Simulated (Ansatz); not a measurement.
CH$_{5}$Cl$_{2}$NSi, SMILES `C[Si](N)(Cl)Cl`, relaxed with RKS PBE0-D4/def2-TZVP in the Gaussian-basis code of Ansatz from a PBE-D4/def2-SVP geometry. The force threshold is 0.005 eV/Å; the program also tests the step.

The species carries charge 0 and has multiplicity 1.

Start:

```xyz
10

C     1.051   -0.334   -0.931
Si   -0.436   -0.340    0.195
N    -0.768    1.244    0.795
Cl   -2.146   -0.944   -0.820
Cl   -0.100   -1.770    1.693
H     1.950    0.016   -0.384
H     0.873    0.340   -1.792
H     1.255   -1.355   -1.307
H    -1.662    1.402    1.268
H    -0.017    1.741    1.283
```

Q: By how much does the energy fall, and how many steps does the optimiser take? (Best estimate.)

A: The calculation gave: 1.33 kcal/mol, in 7 steps.

Q: Which bonds change most? (Estimate.)

A: The calculation gave: Si2–Cl5 from 2.098 to 2.066 Å; Si2–Cl4 from 2.079 to 2.049 Å; Si2–N3 from 1.726 to 1.698 Å; C1–Si2 from 1.864 to 1.845 Å.

Q: Give the relaxed structure. (An estimate is asked.)

A: The calculation gave: 
```xyz
10

C     1.040   -0.332   -0.922
Si   -0.427   -0.338    0.197
N    -0.753    1.211    0.810
Cl   -2.123   -0.928   -0.790
Cl   -0.086   -1.754    1.662
H     1.927    0.008   -0.381
H     0.866    0.338   -1.767
H     1.237   -1.337   -1.299
H    -1.657    1.408    1.208
H    -0.025    1.725    1.282
```
